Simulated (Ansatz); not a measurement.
A CCSD(T) single point on C₂H₅Cl₃HfSe (`CC[Se][Hf]([Cl])([Cl])[Cl]`).

```yaml
crystal:
  periodic: [false, false, false]
  atoms:
    - {symbol: C, position_ang: [0.270856, -0.721089, 1.779533]}
    - {symbol: C, position_ang: [0.356656, -0.942122, 0.288496]}
    - {symbol: Se, position_ang: [1.658392, 0.296265, -0.567677]}
    - {symbol: Hf, position_ang: [-0.335024, 1.316876, -1.713751]}
    - {symbol: Cl, position_ang: [0.434979, 3.106436, -2.971357]}
    - {symbol: Cl, position_ang: [-1.845677, 2.019768, -0.077931]}
    - {symbol: Cl, position_ang: [-1.351006, -0.286634, -3.072155]}
    - {symbol: H, position_ang: [-0.092935, 0.281635, 2.008645]}
    - {symbol: H, position_ang: [-0.418942, -1.444429, 2.224407]}
    - {symbol: H, position_ang: [1.246899, -0.845417, 2.251105]}
    - {symbol: H, position_ang: [-0.634041, -0.842626, -0.174906]}
    - {symbol: H, position_ang: [0.709842, -1.938684, 0.025580]}
basis:
  gaussian: {orbitals: def2-SVP}
correlation: {method: ccsd_t}
```

```sh
$ ansatz run in.yaml --threads 2 --pin off --events-out ev --progress --plain --max-ram 22528MiB --backend cuda --devices 0, --max-vram 18GiB
```

Log, shortened:

```
Functional definition: HF
1657 factors; integrals over basis functions are off by at most 1.4e-3 eV
mean field evaluation 1: about -106228.6620 eV, gradient 3.4e1 eV
mean field evaluation 2: about -106228.7914 eV, gradient 3.5e1 eV
mean field evaluation 4: about -106232.5710 eV, gradient 3.9e0 eV
mean field evaluation 8: about -106232.6429 eV, gradient 6.6e-4 eV
mean field -106232.64289649 eV, -3903.9776193743 hartree, gradient 1.5e-6 eV, S^2 0.000000; 0 other end points of the search recorded, 0 dependent functions left out
26 core orbitals not correlated: weight in the atoms' cores, before any rotation towards them, 1.000 or more for the frozen orbitals, at most 0.000 for the correlated occupied ones
reference -106232.64289649 eV, -3903.9776193743 hartree; 31, 31 occupied and 114, 114 virtual orbitals, 1657 factors
second order -31.13410160 eV of doubles, -0.00000000 eV of singles
cycle   1  -31.60438389 eV  change   -4.7e-1 eV  update   1.6e-1
cycle   2  -32.31174860 eV  change   -7.1e-1 eV  update   5.9e-2
cycle   3  -32.55255231 eV  change   -2.4e-1 eV  update   2.9e-2
cycle   4  -32.54180780 eV  change    1.1e-2 eV  update   7.4e-3
cycle   5  -32.53766814 eV  change    4.1e-3 eV  update   2.7e-3
cycle   6  -32.53791087 eV  change   -2.4e-4 eV  update   9.8e-4
cycle   7  -32.53757135 eV  change    3.4e-4 eV  update   4.9e-4
cycle   8  -32.53758110 eV  change   -9.8e-6 eV  update   1.6e-4
cycle   9  -32.53769098 eV  change   -1.1e-4 eV  update   6.5e-5
cycle  10  -32.53765671 eV  change    3.4e-5 eV  update   2.2e-5
perturbative correction -1.04701735 eV, -0.0384771781 hartree
Total energy: -106266.22757055 eV, -3905.2118333814 hartree
```

Hardware: 2 threads of an AMD EPYC 7R13 on a shared host and a share of an NVIDIA H100 80 GB. Wall time 6.5 s, peak host memory 0.83 GiB.

Correlation energy per correlated electron: -0.542 eV. T1 diagnostic: 0.0133.
